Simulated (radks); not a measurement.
Task: Coherent X-ray form factor from a spherical all-electron density. Method: scalar-relativistic Kohn-Sham, BLYP, spin-polarised, spherical densities, finite nucleus; Fermi nuclear charge, rms radius of each element as measured or else 0.836 A^(1/3) + 0.57 fm; computed with a radial shooting solver on a logarithmic mesh with Libxc functionals.

sin(theta)/lambda (1/angstrom),f0 (electrons)
0.05,36.701
0.1,35.838
0.15,34.505
0.2,32.836
0.25,30.979
0.3,29.066
0.4,25.464
0.5,22.465
0.6,20.074
0.8,16.412
1,13.413
1.25,10.336
1.5,8.159
2,5.945

The species is in the configuration that NIST lists as its ground one. Which atom or ion scatters so?

Result: The technetium ion Tc6+, [Kr] 4d1. Extrapolating in s^2 from the first two rows gives f0(0) = 37.0, near the electron count 37; among species with that count, the fall with angle is slower the higher Z, and the table is that of Z = 43; from so few rows the species is fixed only to a neighbour or two.
